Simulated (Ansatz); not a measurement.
C₂H₅NSi, SMILES `C#CN[SiH3]`, relaxed with RKS PBE-D4/def2-SVP in Ansatz 0.2.0 from a rough embedded geometry. The force threshold is 0.03 eV/Å; the program also tests the step.

The species carries charge 0 and has multiplicity 1.

Start:

```xyz
9

C    -1.846    1.395    0.113
C    -1.189    0.452    0.074
N    -0.373   -0.727    0.073
Si    1.246   -0.582   -0.221
H    -2.508    2.304    0.075
H    -0.477   -1.309    0.933
H     1.899   -1.888   -0.267
H     1.382    0.108   -1.563
H     1.864    0.248    0.784
```

(1) By how much does the energy fall, and how many steps does the optimiser take? (Estimate.)

(2) Which bonds change most? (Estimate.)

(3) Give the relaxed structure. (An estimate is asked.)

## Answers

(1) The calculation gave: 21.49 kcal/mol, in 8 steps.

(2) Ansatz gave: N3–Si4 from 1.652 to 1.771 Å; C2–N3 from 1.434 to 1.347 Å; C1–C2 from 1.149 to 1.227 Å; Si4–H9 from 1.442 to 1.504 Å.

(3) Computed: 
```xyz
9

C    -1.923    1.433    0.166
C    -1.200    0.443    0.206
N    -0.362   -0.610    0.230
Si    1.346   -0.518   -0.229
H    -2.569    2.297    0.132
H    -0.757   -1.499    0.552
H     1.867   -1.918   -0.069
H     1.496   -0.057   -1.651
H     2.101    0.428    0.664
```
